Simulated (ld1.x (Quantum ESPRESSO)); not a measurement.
An all-electron radial function and its pseudo partner (Ga (Z = 31))

Columns: radius, all-electron u(r) and pseudo u(r) of the 3d shell (level -19.04 eV) of gallium in the configuration [Ar] 3d10 4s2 4p1; BLYP, scalar-relativistic, PAW scheme, ld1.x (Quantum ESPRESSO) 7.5.

| r (bohr) | all-electron | pseudo |
| --- | --- | --- |
| 0.140 | 0.2808 | 0.0151 |
| 0.280 | 0.7763 | 0.1074 |
| 0.420 | 1.0437 | 0.2978 |
| 0.560 | 1.0935 | 0.5342 |
| 0.700 | 1.0267 | 0.7273 |
| 0.840 | 0.9156 | 0.8097 |
| 0.980 | 0.7958 | 0.7776 |
| 1.120 | 0.6825 | 0.6822 |
| 1.260 | 0.5810 | 0.5810 |
| 1.400 | 0.4925 | 0.4925 |
| 1.540 | 0.4166 | 0.4166 |
| 1.680 | 0.3519 | 0.3519 |
| 1.820 | 0.2971 | 0.2971 |
| 1.960 | 0.2507 | 0.2507 |
| 2.100 | 0.2115 | 0.2115 |
| 2.240 | 0.1785 | 0.1785 |
| 2.380 | 0.1506 | 0.1506 |
| 2.520 | 0.1271 | 0.1271 |
| 2.660 | 0.1072 | 0.1072 |
| 2.800 | 0.0905 | 0.0905 |
| 2.940 | 0.0764 | 0.0764 |
| 3.080 | 0.0645 | 0.0645 |
| 3.220 | 0.0545 | 0.0545 |
| 3.360 | 0.0460 | 0.0460 |
| 3.500 | 0.0389 | 0.0389 |
| 3.640 | 0.0328 | 0.0328 |

Q: How many radial nodes do the two functions have?

A: The all-electron 3d function has n − l − 1 = 0; the pseudo-wave has 0.

Q: At about which radius was the pseudo-wave matched?

A: 1.25 bohr, where the columns begin to agree (steps of 0.14 bohr).

Q: Is the pseudo-wave norm-conserving?

A: No, it belongs to a PAW set: the norm inside the radius is not constrained, and the difference is carried by the augmentation charge.
